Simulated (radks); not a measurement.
Values are calculated unless marked as measured or tabulated.
Excited configurations of the lithium ion Li+: one electron is placed in a higher orbital outside 1s1. The ground configuration is [He]. Level of theory: Dirac Kohn-Sham, PBE, spin-unpolarised, spherical densities, finite nucleus; open shells fill j = l - 1/2 first; Fermi nuclear charge, rms radius 2.444 fm (a radial shooting solver on a logarithmic mesh with Libxc functionals). Excitation = E - E(ground); binding = E(ion) - E, where the ion is the core of charge +2; n* = 2/sqrt(2 binding) in atomic units, and the quantum defect is n - n*.

outer orbital  excitation (eV)  binding (eV)     n*  quantum defect  eigenvalue (eV)  <r> (bohr)
3s1/2                   72.212         7.055  2.777           0.223           -5.534       5.869
4d3/2                   75.725         3.541  3.920           0.080           -2.731       10.26
4f5/2                   75.837         3.430  3.984           0.016           -2.477       8.994
5d3/2                   76.942         2.325  4.839           0.161           -1.848       16.65
6p1/2                   77.572         1.695  5.667           0.333           -1.384       24.63

The Delta-SCF ionisation energy is 79.266 eV (NIST Atomic Spectra Database: 75.640 eV, theoretical). Self-interaction in the functional shifts the binding energies and quantum defects, so they are the method's values and not measured ones. Spin polarisation and multiplet splitting are left out, so open shells lie too high by an amount that depends on their filling.

Beside tabulated values, note that spin-unpolarised runs miss the spin-polarisation part of the exchange energy of open shells.
